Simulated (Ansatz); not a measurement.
Several settings on one geometry of the cluster Li₅Si (that of the charge 0 doublet, PBE-D4/def2-TZVP). Ansatz on 4 threads of Intel Xeon 6975P-C on a shared host; times are rough.

| atom | x (Å) | y (Å) | z (Å) |
| --- | --- | --- | --- |
| Li1 | 0.456 | 0.549 | 1.729 |
| Li2 | -0.524 | -2.293 | 0.528 |
| Li3 | 0.346 | 2.103 | -1.097 |
| Li4 | 2.191 | -0.745 | -0.685 |
| Li5 | -2.326 | 0.574 | 0.088 |
| Si6 | -0.143 | -0.189 | -0.563 |

Totals from different functionals, basis sets or treatments of relativity can't be compared as stabilities.

HSE06 is defined as in plane-wave codes, on full-range PBE exchange. Correlated methods freeze 5 core orbitals; core or outer-core shells of Li are correlated, in sets that lack core-valence functions.

The spins typed aren't always the lowest for that charge.

**Question.** Give the basis size and estimate the energy, ⟨S²⟩, dipole and time of these runs.

```csv
run,method,charge,state,further keys
1,"UHF, mp2/def2-SVP",0,doublet,"point_charges: [{charge: 2.00, position_ang: [6.543, -0.688, -0.486]}]; scf: {omitted_lower_state_checks: [starts]}; forces asked"
2,RKS ωB97/def2-mTZVPP,1,singlet,scf: {lower_state_search: off}; forces asked
3,UKS HSE06-D4/def2-SVPD,0,quartet,scf: {lower_state_search: off}; forces asked
4,UKS revPBE0-D3(BJ)-ATM/def2-mTZVP,0,doublet,forces asked
```

**Answer.** 
```csv
run,functions,energy (Eh),⟨S²⟩,dipole (D),wall time
1,63,-326.2940,0.89,14.02,0.9 s
2,82,-326.8995,–,–,0.9 s
3,84,-326.7041,3.76,2.26,1.5 s
4,62,-327.0470,0.77,1.97,1.4 s
```

At UHF, mp2/def2-SVP the charge 0 doublet is spin-contaminated (final ⟨S²⟩ up to 0.89, 0.75 for a pure state). The restricted singlet is unstable towards broken spin symmetry in Hartree–Fock (as tested in another run); at RKS ωB97/def2-mTZVPP this wasn't settled.
